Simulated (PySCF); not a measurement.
## Radial density of B (boron, neutral)

M06-2X, [He] 2s2 2p1, 2P determinant. Calculation: PySCF 2.14, in x2c-SVPall (3s2p1d, 14 functions); the spin-free X2C one-electron Hamiltonian (Gaussian nucleus).

```tsv
r (bohr)	4πr²ρ (e/bohr)	4πr²(ρα − ρβ)
0.00555	0.02509	0.0001
0.00933	0.06994	0.0002
0.0157	0.1902	0.0004
0.0264	0.4887	0.0011
0.0444	1.143	0.0025
0.0747	2.405	0.0051
0.126	4.120	0.0086
0.211	5.134	0.0143
0.355	3.727	0.0410
0.598	1.366	0.1398
1.01	1.068	0.3504
1.69	1.442	0.4339
2.84	0.6365	0.2080
4.78	0.06263	0.0302
8.05	0.0001442	0.0001
```

Densities and radii are taken from the X2C orbitals without a picture-change correction, which distorts them close to the nucleus.
